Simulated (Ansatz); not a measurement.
Question: Predict a relaxed structure of [SnF3]- (SnF3⁻), charge -1, singlet, at PBE0-D4/def2-TZVPD (Ansatz).

Answer: 
```xyz
4

Sn    0.670    0.085   -0.401
F     0.253    1.216    1.193
F     0.189   -1.644    0.478
F    -1.112    0.343   -1.270
```
Point group C3v (tolerance 0.1 Å). This is one stationary point.

In the def2 sets Sn takes a core potential; there is no spin–orbit coupling.
